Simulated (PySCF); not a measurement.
# Computed properties of Si(F)(I)2(Me) (CH3FI2Si), SMILES F[Si](I)(I)C

Si(F)(I)2(Me) (CH3FI2Si), SMILES C[Si](F)(I)I. Geometry optimised at B3LYP-D3(BJ)/def2-SVP. The def2 effective core potentials stand for the cores of I; spin–orbit coupling is left out. Other conformers were not sampled. All values are computed for the isolated molecule unless a solvent is named; none is compared with measurement here.

**Structure.** The optimised structure has Cs symmetry. All 18 harmonic modes at B3LYP-D3(BJ)/def2-SVP (PySCF) are real, so it is a minimum. With heavy atoms numbered as in [CH3:1][Si:2]([F:3])([I:4])[I:5], the shortest bond between them is Si2–F3 at 1.623 Å and the longest Si2–I5 at 2.454 Å.

**Vibrations.** The strongest infrared lines (harmonic, unscaled, degenerate partners summed) lie at 419 cm⁻¹ (178 km/mol, Si 82 %, I 9 %), 911 cm⁻¹ (127 km/mol, F 46 %, Si 44 %), 802 cm⁻¹ (122 km/mol, H 74 %, C 20 %). The softest mode is at 82 cm⁻¹ and the zero-point energy is 26.3 kcal/mol.

**Electronic structure.** r2SCAN/def2-TZVP (PySCF) places the frontier levels at -6.89 and -1.93 eV, a gap of 4.96 eV, and gives a dipole moment of 1.98 D and a mean polarisability of 100.0 bohr³. PBE/def2-TZVP (PySCF) at the same geometry gives -6.58 and -2.17 eV, so its gap is 0.55 eV narrower. An orbital gap is neither the optical nor the fundamental gap.

**Excitations.** TDA-M06-2X/def2-SVPD (PySCF) has S1 at 5.19 eV (239 nm, f = 0.050, weak); the most intense of the 10 singlets computed lies at 7.22 eV (f = 0.07). T1 (TDA) is at 4.71 eV, 0.48 eV under S1. TDA-PBE/def2-SVPD (PySCF) puts S1 at 4.56 eV. No vertical singlet excitation falls in the visible range (under 3.1 eV).
